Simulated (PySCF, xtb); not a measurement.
Si(F)(OH)2(OEt) (C2H7FO3Si), SMILES F[Si](O)(O)OCC. Other conformers were not sampled.

Harmonic wavenumbers (cm⁻¹) from GFN2-xTB (xtb) at its own minimum, in rising order: 31, 69, 105, 192, 201, 225, 259, 268, 278, 310, 334, 399, 725, 810, 827, 842, 854, 929, 997, 1031, 1101, 1143, 1168, 1260, 1344, 1398, 1475, 1482, 1494, 2914, 2937, 3048, 3049, 3052, 3680, 3691.

Task: What does PySCF with B3LYP-D3(BJ)/def2-SVP give at its own minimum? (Estimate from the structure and the level; the computed values follow.)

Result: 21, 52, 91, 115, 190, 256, 289, 297, 303, 372, 382, 435, 727, 781, 800, 815, 883, 948, 1007, 1009, 1118, 1159, 1173, 1304, 1383, 1424, 1454, 1476, 1504, 3009, 3036, 3054, 3124, 3128, 3885, 3890. Paired by order, the mean absolute difference is 41 cm⁻¹ and the zero-point energies are 62.8 and 64.2 kcal/mol.
